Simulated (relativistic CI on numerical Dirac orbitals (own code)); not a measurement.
**Ag⁴⁺ (4d7) in a crystal field**

Calculated by Dirac-Coulomb-Breit CI, separate exchange-only KLI orbitals for each configuration, QED by a radiative potential, valence Slater integrals scaled by 0.7, one configuration in a parametric crystal field (own radial code).

Field parameters in Wybourne normalisation: Oh B⁴₀ = 21Dq, B⁴₄ = √(5/14) B⁴₀. The field is a parameter set, without covalency.

S is read from ⟨S²⟩ = S(S + 1).

Powder χT (cm³ K mol⁻¹) by Van Vleck's formula, with temperature-independent terms:

```
                Field    2 K    5 K   10 K   20 K   50 K  100 K  200 K  300 K
 Oh, 10Dq = 7250 cm⁻¹   2.16   2.17   2.19   2.23   2.36   2.58   3.01   3.39
Oh, 10Dq = 13050 cm⁻¹   1.99      2   2.03   2.08   2.23   2.49   2.89   3.09
Oh, 10Dq = 18850 cm⁻¹  0.663  0.664  0.665  0.668  0.676  0.689  0.715  0.742
Oh, 10Dq = 24650 cm⁻¹  0.536  0.537  0.537  0.539  0.543  0.551  0.566  0.581
Oh, 10Dq = 30450 cm⁻¹  0.493  0.493  0.494  0.495  0.499  0.504  0.516  0.527
Oh, 10Dq = 36250 cm⁻¹   0.47   0.47  0.471  0.472  0.475  0.479  0.489  0.498
Oh, 10Dq = 42050 cm⁻¹  0.455  0.455  0.456  0.457  0.459  0.463  0.471  0.479
```

Question: For Oh, 10Dq = 30450 cm⁻¹: what effective moment follows at 300 K?

Answer: μ_eff = √(8χT) = 2.05 μB. The ground level has S = 0.54; the spin-only moment for S = 1/2 is 1.73 μB. The difference comes from the orbital moment, spin-orbit mixing of terms and temperature-independent paramagnetism, all larger in this ionic model than in covalent complexes.
